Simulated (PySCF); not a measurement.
# Partial charges of `F/C=C(/[SiH3])C[SiH2]C(Cl)Cl`

Species: C4H9Cl2FSi2.
SMILES with atom numbers: `[F:1]/[CH:2]=[C:3](/[SiH3:4])[CH2:5][SiH2:6][CH:7]([Cl:8])[Cl:9]` (hydrogens: H10 on C2; H11, H12, H13 on Si4; H14, H15 on C5; H16, H17 on Si6; H18 on C7)

Structure used (GFN2-xTB), in Å, numbered top down from 1:
```
atom  x, y, z in Å
F1    -1.2623    2.5249   -0.5692
C2    -1.9123    1.3389   -0.4935
C3    -1.2758    0.1808   -0.5563
Si4   -2.2139   -1.4458   -0.4054
C5     0.2134    0.1300   -0.7088
Si6    1.0683    0.5649    0.9328
C7     2.8860   -0.0692    0.8195
Cl8    3.7188    0.7378   -0.5244
Cl9    2.8903   -1.8251    0.5596
H10   -2.9762    1.4798   -0.3878
H11   -1.6346   -2.1945    0.7117
H12   -3.6287   -1.1647   -0.1686
H13   -2.0354   -2.1984   -1.6496
H14    0.5314    0.8498   -1.4670
H15    0.5204   -0.8605   -1.0462
H16    1.1474    2.0040    1.1725
H17    0.4709   -0.1588    2.0592
H18    3.4835    0.1127    1.7100
```

Density: PBE0/pcSseg-1 (PySCF); schemes: Mulliken, IAO, Hirshfeld and ESP-fitted. The structure is a single GFN2-xTB conformer in the gas phase; no vibrational or solvent corrections.

**Question.** What partial charge does each atom carry?

**Answer.** In e:

| atom | environment | Mulliken | IAO | Hirshfeld | ESP-fitted |
| --- | --- | --- | --- | --- | --- |
| F1 | vinyl fluorine | -0.283 | -0.278 | -0.080 | -0.153 |
| C2 | vinylic C–F carbon | +0.320 | +0.128 | +0.036 | +0.067 |
| C3 | fully substituted alkene carbon | -0.605 | -0.311 | -0.111 | -0.202 |
| Si4 | SiH3 silicon | +0.573 | +0.614 | +0.316 | +0.301 |
| C5 | sp3 carbon bound to silicon | -0.439 | -0.533 | -0.161 | -0.422 |
| Si6 | SiH2 silicon | +0.735 | +0.782 | +0.322 | +0.467 |
| C7 | CHCl2 carbon | -0.458 | -0.377 | -0.057 | -0.561 |
| Cl8 | alkyl chlorine | -0.080 | -0.068 | -0.047 | -0.024 |
| Cl9 | alkyl chlorine | -0.082 | -0.069 | -0.045 | -0.022 |
| H10 | vinylic hydrogen | +0.098 | +0.156 | +0.057 | +0.134 |
| H11 | Si–H hydrogen | -0.072 | -0.115 | -0.072 | -0.057 |
| H12 | Si–H hydrogen | -0.097 | -0.115 | -0.072 | -0.074 |
| H13 | Si–H hydrogen | -0.073 | -0.115 | -0.072 | -0.059 |
| H14 | methylene hydrogen | +0.176 | +0.174 | +0.042 | +0.197 |
| H15 | methylene hydrogen | +0.164 | +0.159 | +0.036 | +0.187 |
| H16 | Si–H hydrogen | -0.038 | -0.105 | -0.070 | -0.047 |
| H17 | Si–H hydrogen | -0.052 | -0.115 | -0.074 | -0.061 |
| H18 | methine hydrogen | +0.214 | +0.187 | +0.050 | +0.329 |

Mean size of the charges over all atoms: Mulliken 0.253 e, IAO 0.244 e, ESP-fitted 0.187 e, Hirshfeld 0.096 e. Each set sums to the total charge, 0, to within 0.001 e. The IAO scheme projects the occupied orbitals on a minimal set of polarised atomic orbitals and counts the electrons in each atom's part of it. The Hirshfeld scheme divides the density at each point in proportion to the densities of the neutral, spherically averaged free atoms.

Lowest charge. The schemes don't all agree: Mulliken C3 (-0.605); IAO C5 (-0.533); Hirshfeld C5 (-0.161); ESP-fitted C7 (-0.561).

Highest charge. All schemes agree: Mulliken Si6 (+0.735); IAO Si6 (+0.782); Hirshfeld Si6 (+0.322); ESP-fitted Si6 (+0.467).

**Question.** How closely do the schemes follow one another over all atoms?

**Answer.** Correlation coefficient and root-mean-square difference: Mulliken with IAO 0.96, 0.094 e; IAO with Hirshfeld 0.96, 0.197 e; IAO with ESP-fitted 0.92, 0.132 e; Mulliken with ESP-fitted 0.90, 0.153 e; Mulliken with Hirshfeld 0.89, 0.225 e; Hirshfeld with ESP-fitted 0.79, 0.165 e.

**Question.** How many electrons does the IAO scheme count on C3?

**Answer.** Z − q = 6 − (-0.311) = 6.311.

**Question.** Sum the charges by element, for elements with more than one atom.

**Answer.** 
| element | atoms | Mulliken | IAO | Hirshfeld | ESP-fitted |
| --- | --- | --- | --- | --- | --- |
| C | 4 | -1.182 | -1.093 | -0.292 | -1.118 |
| Si | 2 | +1.308 | +1.396 | +0.637 | +0.769 |
| Cl | 2 | -0.163 | -0.137 | -0.091 | -0.046 |
| H | 9 | +0.320 | +0.112 | -0.174 | +0.548 |
